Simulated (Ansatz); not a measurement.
Reactions of `C[O][W]([F])([F])([F])([Cl])[O]C`.

Gas-phase electronic energies from Ansatz, PBE0-D4/def2-TZVP geometries. CCSD(T)/CBS adds triple-zeta CCSD(T) − MP2 to the extrapolated MP2 energy (def2 sets, frozen cores). This one scheme is used for every species. Double bonds are as drawn, so ΔE can hold a change between cis and trans. Functionals use def2-TZVPP. Elements past krypton have def2 core potentials. For W outer-core shells are correlated without core-valence functions, which leaves a few kJ/mol of doubt a bond. Each species was taken in one conformer, which may not be the lowest.

| reaction | B97M-V (kJ/mol) |
| --- | --- |
| `C[O][W]([F])([F])([F])([Cl])[O]C` + H₂O → `C[O][W]([OH])([F])([F])([F])[O]C` + HCl | 4 |
| `C[O][W]([F])([F])([F])([Cl])[O]C` + H–F → `C[O][W]([F])([F])([F])([F])[O]C` + HCl | -32 |
| `C[O][W]([F])([F])([F])([Cl])[O]C` + HCl → `C[O][W]([F])([F])([Cl])([Cl])[O]C` + H–F | 34 |
| `C[O][W]([F])([F])([F])([Cl])[O]C` + `C/C=C(/C)F` → `C[O][W]([F])([F])([F])([F])[O]C` + `C/C=C(\C)Cl` | -26 |

Problem. Give the CCSD(T)/CBS values in the same order. (An estimate is asked.)

Solution. Ansatz gave: 7, -15, 18, -29 kJ/mol.

Largest T1 diagnostic: 0.021, for `C[O][W]([F])([F])([Cl])([Cl])[O]C`.
